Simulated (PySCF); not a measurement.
Spinor energies of Kr³⁴⁺ (krypton, charge +34)

Start: 1s2. Calculated with PySCF 2.14 in an even-tempered Gaussian basis (17 s from 5.9 bohr⁻², ratio 2.6; 11 p from 7.6 bohr⁻², ratio 2.6; 6 d from 7.8 bohr⁻², ratio 2.8; 3 f from 340 bohr⁻², ratio 2.8): generalised Hartree-Fock with the X2C-1e Hamiltonian and a Gaussian nucleus; spin-orbit coupling (SO) screened by Boettger's factors.

```tsv
spinor shell	electrons	ε, screened SO (eV)	weight of nominal j (screened SO)	rms radius, screened SO (bohr)
1s1/2	2	-17316.0	1.000	0.0473
```

| quantity | screened SO |
| --- | --- |
| E (hartree) | -1295.85783 |
| M_J | 0 |
| ⟨J²⟩ | 0.000 |
| ⟨L²⟩ | 0.000 |
| ⟨S²⟩ | 0.000 |
